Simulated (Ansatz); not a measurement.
A made-up structure of C₂H₃Te (charge -1), singlet:

```
6
angstrom
C -0.2513 -0.7933 -0.6227
C -0.0809 0.5362 -0.1129
Te 1.5783 -0.6862 0.7611
H -0.9615 -1.3186 0.0384
H 0.4287 1.2769 -0.7282
H -0.3015 -0.7969 -1.6815
```

It is relaxed with PBE-D4/def2-SVPD and then PBE0-D4/def2-TZVPD (Ansatz 0.2.0). Atoms count as bonded within 1.22 times the sum of their covalent radii (H–H: 0.88 Å). The end point is not checked to be a true minimum.

**Question.** Does its bonding change? (A judgement: the text doesn't fix the answer.)

**Answer.** By the calculation: Yes. Formed: none; broken: C1–Te3.

Where it ends: The first stage lowers the energy by 2.37 eV in 17 steps. It ends as C₂H₃Te ([CH2][CH][Te]), total charge -1:
```
6
angstrom
C -0.4780 -0.7137 -0.7754
C 0.4179 0.1291 -0.2514
Te 1.6470 -0.1546 1.4236
H -0.6596 -1.6943 -0.3441
H 0.5430 1.0948 -0.7412
H -1.0586 -0.4432 -1.6573
```

Labels in which every atom is bracketed show which atoms are joined, not bond orders.

For scale, one of the runs: PBE0-D4/def2-TZVPD relaxation, 160 basis functions, launched by `ansatz run in.yaml --threads 2 --pin off --events-out ev --progress --plain --max-ram 4352MiB`. Hardware: 2 CPU threads of an Arm Neoverse V1, shared host. Wall time about 22 s.
